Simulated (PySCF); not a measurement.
Predicted microwave data (PySCF 2.14.0, PBE0-D3(BJ)/def2-SVP geometry optimisation, gas phase) for one isomer of C2H7ClSi2:

```
Rotational constants : A = 3319, B = 1396, C = 1006 MHz
Dipole components    : |μa| = 0.74 D, |μb| = 0.28 D, |μc| = 0.00 D
Inertial defect      : -11.92 u·Å²
κ                    : -0.66
```

Question: Which candidate fits, each taken in the one conformer that was computed?
A. `[Cl:1][CH:2]1[SiH2:3][CH2:4][SiH2:5]1` with Cl1–C2–Si3–C4 -144°, C2–Si3–C4–Si5 20°, Si3–C4–Si5–C2 -20°, Cl1–C2–Si5–C4 144°
B. `[SiH3]/C=C(\[SiH3])Cl`
C. `[SiH3:1]/[CH:2]=[CH:3]/[SiH2:4][Cl:5]` with C2–C3–Si4–Cl5 -2°

Answer: B. It is [SiH3]/C=C(\[SiH3])Cl, an asymmetric top, point group Cs. The candidates at the same level (rigid rotor, commonest isotopes):

| SMILES | A (MHz) | B (MHz) | C (MHz) | μa (D) | μb (D) | μc (D) | Δ (u·Å²) | point group | rotor |
| --- | --- | --- | --- | --- | --- | --- | --- | --- | --- |
| ClC1[SiH2]C[SiH2]1 | 3880 | 1775 | 1304 | 2.12 | 0.00 | 0.77 | -27.33 | Cs | asymmetric top |
| [SiH3]/C=C/[SiH2]Cl | 5527 | 919.9 | 803.5 | 0.68 | 1.15 | 0.01 | -11.84 | near Cs | near-prolate asymmetric top |
| [SiH3]/C=C(\[SiH3])Cl | 3319 | 1396 | 1006 | 0.74 | 0.28 | 0.00 | -11.92 | Cs | asymmetric top |

`[SiH3]/C=C/[SiH2]Cl` has A 67 % too high; `ClC1[SiH2]C[SiH2]1` has C 30 % too high. In the right answer the mirror of this Cs structure is the ab plane, so μc vanishes by symmetry. No structure here is proved a minimum.
